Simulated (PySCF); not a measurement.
Nuclear quadrupole coupling in `CCC(C)(C)C(=O)F`

Species: C₆H₁₁FO.
Cartesian coordinates in Å at the GFN2-xTB level; atoms count from 1:
```xyz
19
C6H11FO angstrom
C      2.0735    0.1245    0.3465
C      0.6679    0.4075    0.8663
C     -0.4500   -0.0048   -0.1129
C     -0.4373   -1.5060   -0.4018
C     -1.8131    0.4085    0.4659
C     -0.2658    0.7389   -1.4061
O     -0.1649    0.3372   -2.5105
F     -0.2377    2.0938   -1.2012
H      2.2462   -0.9424    0.2341
H      2.8104    0.5123    1.0462
H      2.2345    0.6043   -0.6168
H      0.5119   -0.1264    1.8058
H      0.5732    1.4762    1.0703
H     -1.2945   -1.7770   -1.0135
H      0.4605   -1.7881   -0.9441
H     -0.4803   -2.0643    0.5298
H     -1.9875   -0.1235    1.3980
H     -1.8432    1.4775    0.6645
H     -2.6137    0.1610   -0.2280
```

Field gradients from the PBE0/pcSseg-1 density (PySCF, non-relativistic), principal values in atomic units, ordered |Vxx| ≤ |Vyy| ≤ |Vzz|:

```csv
atom,Vxx,Vyy,Vzz
O7,0.4297,1.1730,-1.6028
```

Problem. Find the asymmetry η = (Vxx − Vyy)/Vzz and the couplings χ = eQV/h (234.96 MHz × Q in barn × V in au), with Q(17O) = −0.0256 b.

Solution. 
```
atom      environment  nucleus     η  χzz (MHz)  χxx (MHz)  χyy (MHz)
  O7  carbonyl oxygen      17O  0.46       9.64      -2.58      -7.06
```

Problem. What is Vzz at O7 in SI units (1 au = 9.71736 × 10²¹ V/m²)?

Solution. -1.6028 au = -15.575 × 10²¹ V/m².

Problem. And the gradient at the other heavy atoms, for which no coupling is worked out here?

Solution. 
```
atom                    environment  Vzz (au)     η
  C1                  methyl carbon     0.060  0.14
  C2               chain CH2 carbon     0.098  0.78
  C3  sp3 carbon next to a carbonyl     0.107  0.39
  C4                  methyl carbon     0.094  0.19
  C5                  methyl carbon     0.111  0.22
  C6             acyl halide carbon    -0.564  0.32
  F8                  acyl fluorine     2.469  0.37
```

Were the hydrogens deuterons (Q(2H) = 0.00286 b), χzz would run from 201 kHz (H13) to 212 kHz (H16, H9, H10, H17 and 1 more).

One conformer (not necessarily the lowest) at the GFN2-xTB geometry, without solvent, vibrations or thermal averaging. GFN2-xTB bond lengths can be off by several hundredths of an ångström, more for odd bonds, and the gradients follow them. With so small a basis the couplings can be 20 % off.
